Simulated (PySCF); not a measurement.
## Radial density of Hg²⁺ (mercury, charge +2)

UHF, [Xe] 4f14 5d9 6p1, one real determinant (an excited configuration). Calculation: PySCF 2.14, in aug-cc-pwCVDZ-PP with ECP60MDF (6s6p5d3f, 70 functions); a scalar-relativistic core potential. This is the valence pseudo-density: the core potential removes the inner electrons and smooths the orbitals near the nucleus.

```
r (bohr)  4πr²ρ (e/bohr)  4πr²(ρα − ρβ)
  0.0418       1.116e-05         0.0000
  0.0703       3.765e-05         0.0000
   0.118       0.0001895         0.0000
   0.199        0.002456         0.0001
   0.335          0.1118         0.0033
   0.563           4.471         0.1364
   0.947           18.17         0.8422
    1.59           7.286         0.6861
    2.68           1.020         0.4997
    4.51          0.1213         0.1176
    7.58        0.001101         0.0011
```

⟨L²⟩ = 8.05 against 12 for a pure F term, so this real determinant mixes terms. Energies and moments cover only the electrons outside the core potential. Spin-orbit coupling, absent here, splits the open shell strongly.
